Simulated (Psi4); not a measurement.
CH5N2 (SMILES NC=[NH2+]), charge +1, singlet, geometry from GFN2-xTB; CCSD(T)/STO-3G in Psi4.

The Psi4 input:
```
memory 2 GB

molecule mol {
1 1
N     1.147973    0.200189    0.037003
C     0.000007   -0.404009    0.153975
N    -1.147979    0.124745   -0.160841
H     1.219546    1.147517   -0.316976
H     2.011570   -0.256763    0.296387
H     0.000026   -1.419647    0.541054
H    -1.219587    1.067368   -0.527158
H    -2.011559   -0.388961   -0.050290
}

set {
  basis sto-3g
  reference rhf
}

energy('ccsd(t)')
print_variables()
```

It wrote (shortened):

```
   => Loading Basis Set <=

    Name: STO-3G
    Role: ORBITAL
    Keyword: BASIS

         ---------------------------------------------------------
                                   SCF
               by Justin Turney, Rob Parrish, Andy Simmonett
                          and Daniel G. A. Smith
                              RHF Reference
         ---------------------------------------------------------

  ==> Geometry <==

    Molecular point group: c1
    Full point group: C1

    Geometry (in Angstrom), charge = 1, multiplicity = 1:

       Center              X                  Y                   Z               Mass
    ------------   -----------------  -----------------  -----------------  -----------------
         N            1.147973089904     0.203460135664     0.035756289220    14.003074004430
         C            0.000007089904    -0.400737864336     0.152728289220    12.000000000000
         N           -1.147978910096     0.128016135664    -0.162087710780    14.003074004430
         H            1.219546089904     1.150788135664    -0.318222710780     1.007825032230
         H            2.011570089904    -0.253491864336     0.295140289220     1.007825032230
         H            0.000026089904    -1.416375864336     0.539807289220     1.007825032230
         H           -1.219586910096     1.070639135664    -0.528404710780     1.007825032230
         H           -2.011558910096    -0.385689864336    -0.051536710780     1.007825032230

  Running in c1 symmetry.

  Rotational constants: A =      1.98624  B =      0.34779  C =      0.29597 [cm^-1]
  Rotational constants: A =  59546.11384  B =  10426.48087  C =   8872.85114 [MHz]
  Nuclear repulsion =   80.053966144599286

  Charge       = 1
  Multiplicity = 1
  Electrons    = 24
  Nalpha       = 12
  Nbeta        = 12

  ==> Algorithm <==

  SCF Algorithm Type is PK.
  DIIS enabled.
  MOM disabled.
  Fractional occupation disabled.
  Guess Type is SAD.
  Energy threshold   = 1.00e-08
  Density threshold  = 1.00e-08
  Integral threshold = 1.00e-12

  ==> Primary Basis <==

  Basis Set: STO-3G
    Blend: STO-3G
    Number of shells: 14
    Number of basis functions: 20
    Number of Cartesian functions: 20
    Spherical Harmonics?: true
    Max angular momentum: 1

  ==> Integral Setup <==

  Using in-core PK algorithm.
   Calculation information:
      Number of atoms:                   8
      Number of AO shells:              14
      Number of primitives:             42
      Number of atomic orbitals:        20
      Number of basis functions:        20

      Integral cutoff                 1.00e-12
      Number of threads:                 1

  Performing in-core PK
  Using 44310 doubles for integral storage.
  We computed 5459 shell quartets total.
  Whereas there are 5565 unique shell quartets.

  ==> DiskJK: Disk-Based J/K Matrices <==

    J tasked:                  Yes
    K tasked:                  Yes
    wK tasked:                  No
    Schwarz Cutoff:          1E-12

  Minimum eigenvalue in the overlap matrix is 2.0391293766E-01.
  Reciprocal condition number of the overlap matrix is 8.7354645889E-02.
    Using symmetric orthogonalization.

  ==> Pre-Iterations <==

  SCF Guess: Superposition of Atomic Densities via on-the-fly atomic UHF (no occupation information).

   -------------------------
    Irrep   Nso     Nmo
   -------------------------
     A         20      20
   -------------------------
    Total      20      20
   -------------------------

  ==> Iterations <==

                        Total Energy        Delta E     RMS |[F,P]|

   @RHF iter SAD:  -145.88417395386867   -1.45884e+02   0.00000e+00
   @RHF iter   1:  -147.58094133024912   -1.69677e+00   9.95435e-03 DIIS/ADIIS
   @RHF iter   2:  -147.60536155400595   -2.44202e-02   2.26650e-03 DIIS/ADIIS
   @RHF iter   3:  -147.60683281446452   -1.47126e-03   7.16188e-04 DIIS/ADIIS
   @RHF iter   4:  -147.60698475940401   -1.51945e-04   1.69543e-04 DIIS/ADIIS
[...]
  @RHF Final Energy:  -147.60700322718830
    Total Energy =                       -147.6070032271883008
[...]
     1        -0.184317426009979    6.758e-02    0.009598    0.046018    0.046018    0.146676
     2        -0.196713996713350    2.498e-02    0.012601    0.060658    0.060658    0.162665
     3        -0.199043560510368    7.906e-03    0.014328    0.068998    0.068998    0.167319
     4        -0.199142777602215    2.074e-03    0.014663    0.070634    0.070634    0.169226
     5        -0.199119496617699    3.405e-04    0.014705    0.070848    0.070848    0.169385
     6        -0.199114590500712    7.756e-05    0.014710    0.070871    0.070871    0.169391
     7        -0.199113951396006    2.657e-05    0.014711    0.070876    0.070876    0.169393
     8        -0.199114109409194    7.690e-06    0.014711    0.070878    0.070878    0.169394
     9        -0.199114080164754    1.791e-06    0.014711    0.070879    0.070879    0.169393
    10        -0.199114056360554    5.304e-07    0.014711    0.070879    0.070879    0.169393
    11        -0.199114061067975    9.595e-08    0.014711    0.070879    0.070879    0.169393

    Iterations converged.

    Largest TIA Amplitudes:
             10   0        -0.0708786179
              9   6         0.0064709516
              8   7         0.0047716492
              5   2        -0.0037813820
              7   3        -0.0036123495
              8   4         0.0033814362
              3   1        -0.0032792413
              9   2         0.0029275803
              4   3        -0.0027914612
              7   7        -0.0025973470

    Largest TIjAb Amplitudes:
     11  11   0   0        -0.0967505351
     10  10   0   0        -0.0866627439
      8   8   4   4        -0.0415273635
      7  11   5   0         0.0296193149
     11   7   0   5         0.0296193149
      7  10   7   0         0.0292842403
     10   7   0   7         0.0292842403
      6   6   1   1        -0.0292753081
      9   9   2   2        -0.0290696812
      6   8   1   4         0.0272376074

    SCF energy       (wfn)                    = -147.607003227188301
    Reference energy (file100)                = -147.607003227188358

    Opposite-spin MP2 correlation energy      =   -0.136345395736474
    Same-spin MP2 correlation energy          =   -0.026943368055534
    Singles MP2 correlation energy            =   -0.000000000000000
    MP2 correlation energy                    =   -0.163288763792008
      * MP2 total energy                      = -147.770291990980354

    Opposite-spin CCSD correlation energy     =   -0.175054937991867
    Same-spin CCSD correlation energy         =   -0.024059123076108
    Singles CCSD correlation energy           =    0.000000000000000
    CCSD correlation energy                   =   -0.199114061067975
      * CCSD total energy                     = -147.806117288256331

            **************************
            *                        *
            *        CCTRIPLES       *
            *                        *
            **************************

    Wave function   =    CCSD_T
    Reference wfn   =      RHF

    Nuclear Rep. energy (wfn)                =   80.053966144599286
    SCF energy          (wfn)                = -147.607003227188301
    Reference energy    (file100)            = -147.607003227188358
    CCSD energy         (file100)            =   -0.199114061067975
    Total CCSD energy   (file100)            = -147.806117288256331

    Number of ijk index combinations:              364
    Approx. words needed per explicit thread:            2048
    Number of threads for explicit ijk threading:    1

    MKL num_threads set to 1 for explicit threading.

    (T) energy                                =   -0.005035220448825
      * CCSD(T) total energy                  = -147.811152508705163

  Variable Map:
  ----------------------------------------------------------------------------
[...]
  Array Variable Map:
  ----------------------------------------------------------------------------
[...]
[...]
```
